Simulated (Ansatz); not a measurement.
Input file for Ansatz (a quantum-chemistry and plane-wave program): U-PBE0/def2-TZVPP on TaS, 2S+1 = 2, a spin state set in the input, which need not be the lowest. Elements past Kr take the def2 small-core potentials; no spin–orbit coupling.

Ansatz 0.2 input:
```yaml
crystal:
  periodic: [false, false, false]
  atoms:
    - {symbol: Ta, position_ang: [0.00000000, 0.00000000, 0.00000000]}
    - {symbol: S, position_ang: [0.00000000, 0.00000000, 2.61200000]}
basis:
  gaussian:
    orbitals: def2-TZVPP
hamiltonian:
  xc: {name: PBE0}
magnetization: {spin_polarized: true, initial_magnetization: 1}
relax: {f_tol: 0.002, max_steps: 120}
```

Q: Predict the final total energy.

A: -455.0011 hartree. Its determinant has ⟨S²⟩ = 1.21, a mixture of spin states.

Q: How many basis functions does it have, and what does it roughly cost on one machine?

A: 98 functions; around 60 core-seconds (rough).
